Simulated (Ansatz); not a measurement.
Reaction (formal exchange of groups at the Si–Cl bond): `CB[SiH](O)Cl` + SiH₄ → `CB[SiH](O)[SiH3]` + HCl

Calculated with Ansatz (gas phase, PBE0-D4/def2-TZVP geometries, no zero-point term in ΔE). CCSD(T)/CBS is the MP2 limit (def2-TZVPP, def2-QZVPP) plus CCSD(T) − MP2 in def2-TZVPP, frozen cores. This one scheme is used for every species. Each species was taken in one conformer, which may not be the lowest.

| species | HF/def2-QZVPP energy (Eh) |
| --- | --- |
| `CB[SiH](O)Cl` | -889.54316 |
| SiH₄ | -291.26782 |
| `CB[SiH](O)[SiH3]` | -720.64653 |
| HCl | -460.11222 |

(1) Work out ΔE.

Largest T1 diagnostic among the species: 0.013.

## Answers

(1) ΔE = (-720.64653) + (-460.11222) − (-889.54316) − (-291.26782) = 0.05223 Eh = +32.8 kcal/mol. CCSD(T)/CBS gives +27.5 kcal/mol.

In def2-TZVPP, CCSD(T) changes the Hartree–Fock value by −5.8 kcal/mol (the triples alone add −0.5 kcal/mol) and MP2 by −3.3 kcal/mol. From PBE to PBE0 (25 % exact exchange), in def2-TZVPP and without D4, ΔE moves by +1.5 kcal/mol.
